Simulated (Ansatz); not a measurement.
A structure relaxed at B3LYP-D4/def2-SVP in Ansatz, charge 0, singlet:

```xyz
4

Zn   -0.833   -0.568    0.725
Zn    0.835    0.568   -0.723
Se   -0.932    1.771    0.316
Se    0.930   -1.772   -0.318
```

**Question.** Give its formula and point group.

**Answer.** the cluster Zn2Se2. Point group D2h (tolerance 0.1 Å).

**Question.** Summarise the bond lengths by kind (pairs closer than 1.2 times the sum of covalent radii, bridged metal pairs left out).

**Answer.** 4 × Se–Zn 2.38 Å.

The structure comes from a short search, and lower isomers may exist.
